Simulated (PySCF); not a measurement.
Al(OH)(SH)2 (AlH₃OS₂), SMILES [OH][Al]([SH])[SH]. Geometry: B3LYP-D3(BJ)/def2-SVP. Other conformers were not sampled.

All values below come from B3LYP-D3(BJ)/def2-SVP (PySCF).

Harmonic wavenumbers (cm⁻¹): 125, 141, 188, 207, 244, 290, 396, 507, 564, 645, 672, 897, 2666, 2668, 3935. Rotational constants (GHz): 4.378, 2.098, 1.418; symmetry number 1.

Q: Work out the zero-point energy and the ideal-gas rigid-rotor harmonic-oscillator thermochemistry at 298.15 K and 1 atm.

A: ZPE = ½ Σ hcν = ½ × 14146 cm⁻¹ = 84.61 kJ/mol. H − E(el) = 106.16 kJ/mol. Entropy in J/(mol K): translation 167.38, rotation 115.49, vibration 68.46, total 351.34. G − E(el) = 1.41 kJ/mol. Cp = 104.98 J/(mol K). Modes under 150 cm⁻¹ make the vibrational entropy uncertain.
